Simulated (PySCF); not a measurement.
C4H2NO3 (charge -1).
SMILES: `O=C([O-])c1ccon1`

The closed-shell SCF was solved with PySCF and density fitting under several settings on one GFN2-xTB geometry (grid level 2 and gas phase unless stated).

| settings | basis functions | SCF cycles | E (Eh) | HOMO (eV) | LUMO (eV) |
| --- | --- | --- | --- | --- | --- |
| PBE0/pcSseg-1, IEF-PCM water | 146 | 14 | -433.6495 | -6.79 | -0.49 |
| PBE0/MINI | 42 | 17 | -430.3526 | -0.61 | 2.55 |

Estimate the rows for these settings: (1) wB97X/ANO-RCC-VDZP, fitting basis def2-qzvpp-jkfit; (2) B97-2/aug-cc-pVDZ, start guess sap, damping 0.3 at the start, DIIS from the seventh cycle.

| settings | basis functions | SCF cycles | E (Eh) | HOMO (eV) | LUMO (eV) |
| --- | --- | --- | --- | --- | --- |
| wB97X/ANO-RCC-VDZP, fitting basis def2-qzvpp-jkfit | 122 | 12 | -434.0845 | -4.21 | 5.35 |
| B97-2/aug-cc-pVDZ, start guess sap, damping 0.3 at the start, DIIS from the seventh cycle | 202 | 25 | -433.9771 | -1.69 | 2.50 |

Over all rows, what range does the HOMO–LUMO gap span?

From 3.16 eV (PBE0/MINI) to 9.56 eV (wB97X/ANO-RCC-VDZP, fitting basis def2-qzvpp-jkfit). The functional of the narrowest has 25 % exact exchange, that of the widest range-separated exact exchange.

Whole jobs, the steps after the SCF included, on one thread of an Intel Xeon Platinum 8259CL at 2.50 GHz, on a shared host:

| settings | work after the SCF | wall time | peak memory |
| --- | --- | --- | --- |
| PBE0/pcSseg-1, IEF-PCM water | shieldings, ring-centre shieldings | 28 s | 0.77 GiB |
| PBE0/MINI | 25 singlets by TDA, 2 Tamm–Dancoff triplets, polarisability, density and orbital grids written | 13 s | 0.44 GiB |
| wB97X/ANO-RCC-VDZP, fitting basis def2-qzvpp-jkfit | 1 singlet by TDA, polarisability | 22 s | 0.61 GiB |
| B97-2/aug-cc-pVDZ, start guess sap, damping 0.3 at the start, DIIS from the seventh cycle | shieldings, ring-centre shieldings, density and orbital grids written | 74 s | 0.72 GiB |

Cycle counts include a coarse-grid stage where the run had one. ANO-RCC sets were contracted for a scalar-relativistic Hamiltonian, but ran non-relativistically here. The species at its GFN2-xTB geometry.

The values belong to the conformer `[O:1]=[C:2]([O-:3])[c:4]1[cH:5][cH:6][o:7][n:8]1`: O1–C2–C4–C5 180°.
